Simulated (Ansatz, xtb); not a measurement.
# Relative energy of two isomers of B2ClFN

Structure I: `[B]=NB(F)Cl`, a doublet. Structure II: `F[B]N=BCl`, a doublet. Both are isolated molecules in the gas phase, relaxed with B3LYP-D3(BJ)/6-311G**; the shapes shown needn't be the lowest conformers.

I (Å):

```xyz
5

B    -1.0797   -2.3073   -2.3956
B    -0.4759    0.0942   -1.4448
Cl    0.4790    1.2339   -2.4079
F    -0.8667    0.4970   -0.2442
N    -0.8017   -1.1775   -1.9354
```

II (Å):

```tsv
atom	x (Å)	y (Å)	z (Å)
B	-0.3660	-1.2524	-0.4958
B	-1.8107	-0.5203	-2.5712
Cl	-2.8841	-0.1197	-3.8114
F	0.9319	-1.1348	-0.2642
N	-1.0223	-0.8246	-1.6393
```

Which of the two would you expect CCSD(T)/def2-SVP + ΔMP2/def2-TZVPP electronic energies to favour?

Too close to call at this level: CCSD(T)/def2-SVP + ΔMP2/def2-TZVPP gives E(II) − E(I) = +0.008 eV.

The same difference at several levels:

| level | geometry | E(II) − E(I) (eV) | departure from the last row (eV) | job, with rough time for the two |
| --- | --- | --- | --- | --- |
| GFN2-xTB | GFN2-xTB | −0.332 | −0.341 | optimisation, 0.22 s |
| HF/STO-3G | GFN2-xTB | +0.568 | +0.560 | single point, 0.56 s |
| r2SCAN-D4/def2-SVP | GFN2-xTB | −0.003 | −0.012 | single point, 3.9 s |
| B3LYP-D3(BJ)/6-311G** | B3LYP-D3(BJ)/6-311G** | −0.081 | −0.089 | optimisation, 56 s |
| HF/def2-SVP | B3LYP-D3(BJ)/6-311G** | +0.186 | +0.178 | part of the CCSD(T) run |
| MP2/def2-SVP | B3LYP-D3(BJ)/6-311G** | +0.006 | −0.002 | part of the CCSD(T) run |
| CCSD(T)/def2-SVP | B3LYP-D3(BJ)/6-311G** | +0.043 | +0.035 | single point |
| CCSD(T)/def2-SVP + ΔMP2/def2-TZVPP | B3LYP-D3(BJ)/6-311G** | +0.008 |  | single point, 28 s |

As drawn, both hold the same kinds of bond in the same numbers.

The largest departure from CCSD(T)/def2-SVP + ΔMP2/def2-TZVPP is that of HF/STO-3G, 0.560 eV. The last row adds to CCSD(T) the change of the MP2 difference between the two basis sets, here −0.035 eV.

With harmonic frequencies from B3LYP-D3(BJ)/6-311G** (ideal gas, rigid rotor, one conformer each, 298.15 K, 1 atm): the zero-point term adds −0.018 eV; ΔH is −0.001 and ΔG −0.013 eV.

Open shells are spin-unrestricted, with notable spin contamination under HF/STO-3G. The correlated steps freeze 9 core orbitals. Run with Ansatz 0.2.0, xtb 6.7.1; the last row on 2 threads of Intel(R) Xeon(R) Platinum 8259CL CPU @ 2.50GHz (Skylake/Cascade Lake) on a shared host.
